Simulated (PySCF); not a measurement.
C2H6SZn (SMILES C[CH2][Zn][SH]), singlet, geometry from GFN2-xTB (such geometries of metal compounds can be far from the true shape); TPSS/6-31G (PySCF).

Input for PySCF:
```python
from pyscf import gto, scf, dft

mol = gto.M(
    atom='''
Zn   -0.47254540   -0.20297730    0.21047571
C     0.16681287   -1.78380285   -0.91869404
C     1.44385456   -1.32284317   -1.60825984
H    -0.57464988   -2.07455310   -1.65868596
H     0.37085805   -2.65038619   -0.29411211
H     2.20705661   -1.03520433   -0.88501924
H     1.25765776   -0.47537487   -2.26770109
H     1.85194621   -2.13258131   -2.21601013
S     0.02705162    1.93318515    0.90696721
H    -1.03333708    2.16633270    1.65750489
''',
    basis='6-31g',
    verbose=4,
)

mf = dft.RKS(mol)
mf.xc = 'tpss'
mf.grids.atom_grid = (150, 974)
mf.kernel()
mf.analyze()
```

**Question.** Write the output that PySCF gives for this input, abridged.

**Answer.** 
```
PySCF version 2.14.0

[INPUT] verbose = 4
[INPUT] num. atoms = 10
[INPUT] num. electrons = 64
[INPUT] charge = 0
[INPUT] spin (= nelec alpha-beta = 2S) = 0
[INPUT] symmetry False subgroup None
[INPUT] Mole.unit = angstrom
[INPUT] Symbol           X                Y                Z      unit          X                Y                Z       unit  Magmom
[INPUT]  1 Zn    -0.472545400000  -0.202977300000   0.210475710000 AA   -0.892981387423  -0.383571506504   0.397741447773 Bohr   0.0
[INPUT]  2 C      0.166812870000  -1.783802850000  -0.918694040000 AA    0.315230638353  -3.370898846719  -1.736080127870 Bohr   0.0
[INPUT]  3 C      1.443854560000  -1.322843170000  -1.608259840000 AA    2.728489682104  -2.499811297051  -3.039170634737 Bohr   0.0
[INPUT]  4 H     -0.574649880000  -2.074553100000  -1.658685960000 AA   -1.085930890714  -3.920337189867  -3.134462191061 Bohr   0.0
[INPUT]  5 H      0.370858050000  -2.650386190000  -0.294112110000 AA    0.700820145590  -5.008504023429  -0.555791337818 Bohr   0.0
[INPUT]  6 H      2.207056610000  -1.035204330000  -0.885019240000 AA    4.170732534311  -1.956252666664  -1.672443978571 Bohr   0.0
[INPUT]  7 H      1.257657760000  -0.475374870000  -2.267701090000 AA    2.376628724834  -0.898328310801  -4.285333992478 Bohr   0.0
[INPUT]  8 H      1.851946210000  -2.132581310000  -2.216010130000 AA    3.499671134326  -4.029994614266  -4.187652234962 Bohr   0.0
[INPUT]  9 S      0.027051620000   1.933185150000   0.906967210000 AA    0.051120153026   3.653190481576   1.713919630861 Bohr   0.0
[INPUT] 10 H     -1.033337080000   2.166332700000   1.657504890000 AA   -1.952724075558   4.093775497690   3.132230292227 Bohr   0.0

nuclear repulsion = 300.436680504253
number of shells = 40
number of NR pGTOs = 204
number of NR cGTOs = 70
basis = 6-31g
ecp = {}

******** <class 'pyscf.dft.rks.RKS'> ********
method = RKS
initial guess = minao
damping factor = 0
level_shift factor = 0
DIIS = <class 'pyscf.scf.diis.CDIIS'>
diis_start_cycle = 1
diis_space = 8
diis_damp = 0
SCF conv_tol = 1e-09
SCF conv_tol_grad = None
SCF max_cycles = 50
direct_scf = True
direct_scf_tol = 1e-13
XC library pyscf.dft.libxc version 7.1.2
    S. Lehtola, C. Steigemann, M. J. T. Oliveira, and M. A. L. Marques,  SoftwareX 7, 1–5 (2018)
XC functionals = tpss
    J. Tao, J. P. Perdew, V. N. Staroverov, and G. E. Scuseria,  Phys. Rev. Lett. 91, 146401 (2003)
    J. P. Perdew, J. Tao, V. N. Staroverov, and G. E. Scuseria,  J. Chem. Phys. 120, 6898 (2004)
    J. Tao, J. P. Perdew, V. N. Staroverov, and G. E. Scuseria,  Phys. Rev. Lett. 91, 146401 (2003)
    J. P. Perdew, J. Tao, V. N. Staroverov, and G. E. Scuseria,  J. Chem. Phys. 120, 6898 (2004)
radial grids:
    Treutler-Ahlrichs [JCP 102, 346 (1995); DOI:10.1063/1.469408] (M4) radial grids

becke partition: Becke, JCP 88, 2547 (1988); DOI:10.1063/1.454033
pruning grids: <function nwchem_prune>
grids dens level: 3
symmetrized grids: False
atomic radii adjust function: <function treutler_atomic_radii_adjust>
User specified grid scheme (150, 974)
small_rho_cutoff = 0
Set gradient conv threshold to 3.16228e-05
Initial guess from minao.
tot grids = 800320
init E= -2256.67763702192
  HOMO = -0.27550774793329  LUMO = -0.0897966503345429  gap/eV = 5.05346
cycle= 1 E= -2256.94520478773  delta_E= -0.268  |g|= 0.685  |ddm|= 2.79
  HOMO = -0.149862643083626  LUMO = -0.0639327791406643  gap/eV = 2.33827
cycle= 2 E= -2256.61518473275  delta_E= 0.33  |g|=  1.3  |ddm|=  2.2
  HOMO = -0.204275176802869  LUMO = -0.0685575787298887  gap/eV = 3.69306
cycle= 3 E= -2257.07672554832  delta_E= -0.462  |g|= 0.0643  |ddm|= 1.47
  HOMO = -0.218236214825775  LUMO = -0.0734063303203083  gap/eV = 3.94102
cycle= 4 E= -2257.07677442178  delta_E= -4.89e-05  |g|= 0.0621  |ddm|= 0.164
  HOMO = -0.209456974106141  LUMO = -0.073692206808889  gap/eV = 3.69435
cycle= 5 E= -2257.07793180328  delta_E= -0.00116  |g|= 0.0127  |ddm|= 0.0936
  HOMO = -0.21051732006209  LUMO = -0.0726089614197729  gap/eV = 3.75268
cycle= 6 E= -2257.07798855898  delta_E= -5.68e-05  |g|= 0.0051  |ddm|= 0.0227
  HOMO = -0.210430954401074  LUMO = -0.0725189123651555  gap/eV = 3.75278
cycle= 7 E= -2257.07799463339  delta_E= -6.07e-06  |g|= 0.000704  |ddm|= 0.00601
  HOMO = -0.210419799045483  LUMO = -0.0726055376652912  gap/eV = 3.75012
cycle= 8 E= -2257.07799481757  delta_E= -1.84e-07  |g|= 0.000244  |ddm|= 0.00147
  HOMO = -0.210449843355337  LUMO = -0.0726151983046983  gap/eV = 3.75067
cycle= 9 E= -2257.07799483483  delta_E= -1.73e-08  |g|= 4.14e-05  |ddm|= 0.000318
  HOMO = -0.210445313897761  LUMO = -0.0726092921227628  gap/eV = 3.75071
cycle= 10 E= -2257.07799483536  delta_E= -5.27e-10  |g|= 6.87e-06  |ddm|= 9.07e-05
  HOMO = -0.210445310600398  LUMO = -0.0726098768685786  gap/eV = 3.75069
Extra cycle  E= -2257.07799483537  delta_E= -1.18e-11  |g|= 8.13e-06  |ddm|= 3.23e-05
converged SCF energy = -2257.07799483537
**** SCF Summaries ****
Total Energy =                       -2257.077994835371101
Nuclear Repulsion Energy =             300.436680504252877
One-electron Energy =                -3736.894248884081208
Two-electron Energy =                 1179.379573544457344
Two-electron Coulomb Energy =         1289.380133565661708
DFT Exchange-Correlation Energy =     -110.000560021204294
HOMO-LUMO gap [eV] =                     3.750693194510676
**** MO energy ****
MO #1   energy= -346.315103029004  occ= 2
MO #2   energy= -88.3265249659066  occ= 2
MO #3   energy= -41.794898186266   occ= 2
MO #4   energy= -36.794917249899   occ= 2
MO #5   energy= -36.7943828943762  occ= 2
MO #6   energy= -36.7942253467033  occ= 2
MO #7   energy= -9.99238488237541  occ= 2
MO #8   energy= -9.99091056270373  occ= 2
MO #9   energy= -7.7132340421978   occ= 2
MO #10  energy= -5.69449292973803  occ= 2
MO #11  energy= -5.68931622332484  occ= 2
MO #12  energy= -5.68354600800393  occ= 2
MO #13  energy= -4.65313196347294  occ= 2
MO #14  energy= -3.06196280095198  occ= 2
MO #15  energy= -3.06042866234032  occ= 2
MO #16  energy= -3.05962082870797  occ= 2
MO #17  energy= -0.700394352172384 occ= 2
MO #18  energy= -0.657577952402142 occ= 2
MO #19  energy= -0.559657327314977 occ= 2
MO #20  energy= -0.408287035907307 occ= 2
MO #21  energy= -0.398123023438119 occ= 2
MO #22  energy= -0.391428784450696 occ= 2
MO #23  energy= -0.374403751056545 occ= 2
MO #24  energy= -0.370405275263245 occ= 2
MO #25  energy= -0.368929142831076 occ= 2
MO #26  energy= -0.366337624308002 occ= 2
MO #27  energy= -0.34326070256164  occ= 2
MO #28  energy= -0.325914239139822 occ= 2
MO #29  energy= -0.311400262674021 occ= 2
MO #30  energy= -0.271753788396699 occ= 2
MO #31  energy= -0.221172050690515 occ= 2
MO #32  energy= -0.210445310600398 occ= 2
MO #33  energy= -0.0726098768685786 occ= 0
MO #34  energy= -0.0177102299078342 occ= 0
MO #35  energy= 0.00290319951005813 occ= 0
MO #36  energy= 0.0402584419119045 occ= 0
MO #37  energy= 0.0666907955075531 occ= 0
MO #38  energy= 0.123235022426678  occ= 0
MO #39  energy= 0.123692906158229  occ= 0
MO #40  energy= 0.136130680964815  occ= 0
 ** Mulliken pop on meta-lowdin orthogonal AOs  **
 ** Mulliken pop  **
 ** Mulliken atomic charges  **
charge of    0Zn =      0.96853
charge of    1C =     -0.58100
charge of    2C =     -0.31214
charge of    3H =      0.10285
charge of    4H =      0.10263
charge of    5H =      0.10211
charge of    6H =      0.10242
charge of    7H =      0.10763
charge of    8S =     -0.68556
charge of    9H =      0.09251
Dipole moment(X, Y, Z, Debye): -1.81409, -2.49115, -0.07887
```
